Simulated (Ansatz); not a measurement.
ZnMeH (CH4Zn). Total charge 0; singlet. Geometry PBE-D4/def2-TZVP, basis def2-TZVP, Ansatz.

```tsv
run	HOMO (eV)	LUMO (eV)
A	-7.03	-0.33
B	-7.50	-0.26
C	-7.10	-0.61
D	-10.27	1.52
E	-8.87	0.46
F	-10.22	1.90
```

LC-ωPBE has ω = 0.4 bohr⁻¹. HSE06 is defined as in plane-wave codes, on full-range PBE exchange.

The runs used CAM-B3LYP, HF, HSE06, LC-ωPBE, PBE0, r2SCANh. Estimate which is which.

A r2SCANh (10 % exact exchange); B PBE0 (25 % exact exchange); C HSE06 (range-separated); D LC-ωPBE (range-separated); E CAM-B3LYP (range-separated); F HF (100 % exact exchange). Exact exchange lowers occupied and raises empty levels; among semilocal functionals meta-GGAs tend to open the gap a little, and such runs are hard to tell apart. The gap grows from 6.49 eV (HSE06) to 12.12 eV (HF).
